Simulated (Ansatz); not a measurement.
Consider the ligand exchange at the Si–S bond: `CS[SiH2]O` + `O[SiH2]S` → `O[SiH2]O[SiH2]S` + CH₃SH.

Gas-phase electronic energies from Ansatz, PBE0-D4/def2-TZVP geometries. CBS: MP2 limit from def2 TZ/QZ plus the TZ coupled-cluster correction, frozen cores. This one scheme is used for every species. Functionals use def2-TZVPP. B3LYP here is the variant with VWN-RPA as its local correlation; programs differ in this. HSE06 is defined as in plane-wave codes. One conformer a species, not always the lowest.

Problem. Is it downhill or uphill in electronic energy at CCSD(T)/CBS, and by how much? (An estimate is asked.)

Solution. The calculation gave: Downhill: ΔE = -61.6 kJ/mol.

Problem. What do these levels give: BLYP-D4, r2SCAN-D4, B3LYP-D4, r2SCANh-D4, r2SCAN0-D4, BLYP, HSE06, MP2/def2-SVP, MP2/def2-TZVPP, CCSD/def2-TZVPP, MP2/CBS(def2), CCSD/CBS(def2)? (Best estimate.)

Solution. Computed: BLYP-D4 -59.9, r2SCAN-D4 -56.4, B3LYP-D4 -64.3, r2SCANh-D4 -57.7, r2SCAN0-D4 -59.6, BLYP -56.2, HSE06 -49.2, MP2/def2-SVP -64.9, MP2/def2-TZVPP -61.1, CCSD/def2-TZVPP -67.5, MP2/CBS(def2) -58.4, CCSD/CBS(def2) -64.7 kJ/mol.

Largest T1 diagnostic among the species: 0.012.

The D4 term adds −3.1 kJ/mol with B3LYP and −2.0 kJ/mol with PBE0; it sums over pairs of atoms, weighted by their polarisabilities, and B3LYP, whose exchange is more repulsive, gets the larger term. From BLYP to BHLYP (50 % exact exchange), in def2-TZVPP and without D4, ΔE moves by −13.6 kJ/mol. At CCSD(T), def2-SVP lies −5.5 kJ/mol from the extrapolated value and def2-TZVPP −2.8 kJ/mol.
